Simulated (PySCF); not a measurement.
## Substituent chemical shifts

Parent skeleton `[CH3:1][CH:2]1[SiH2:3][S:4][CH2:5][CH:6]1[F:7]`; one hydrogen on atom 6 is replaced by X. Hydrogens on one atom are averaged.

- GFN2-xTB structure
- NMR shieldings at PBE0/pcSseg-1/GIAO
- code: PySCF 2.14
- in vacuum, non-relativistic Hamiltonian, equivalent nuclei averaged, single conformer

Referencing at the same level of theory: $^{13}$C (186.93 ppm) and $^{29}$Si (349.16 ppm) and $^{1}$H (31.72 ppm) vs TMS; $^{33}$S (503.73 ppm) vs CS2; CFCl3 for $^{19}$F (170.95 ppm).

Parent (X = H): C1 14.9, C2 30.1, Si3 -15.0, S4 -224.7, C5 39.9, C6 101.6, F7 -206.8, H(C1) 1.37, H(C2) 1.59 ppm. Effects are Δδ = δ(X) − δ(H), positive for deshielding.

Q: Order these by the shift of F7, most shielded first.
A. X = CH3
B. X = C2H5
C. X = C(S)CH3
D. X = propynyl
E. X = vinyl

A: E (+4.5 ppm), B (+15.1 ppm), D (+28.6 ppm), A (+30.4 ppm), C (+35.8 ppm).

Q: Order these by the shift of S4, most shielded first.
A. X = C(S)CH3
B. X = CHF2
C. X = CH3
D. X = C2H5
E. X = vinyl

A: B (+1.4 ppm), D (+8.8 ppm), C (+13.6 ppm), E (+16.1 ppm), A (+38.1 ppm).

Q: Order these by the shift of C6, most shielded first.
A. X = propynyl
B. X = CH2SiH3
C. X = CHF2
D. X = C(S)CH3

A: A (-4.6 ppm), B (+3.1 ppm), C (+5.2 ppm), D (+16.2 ppm).

Unscaled 19F shifts against computed CFCl3 carry errors that often reach 10 to 50 ppm.
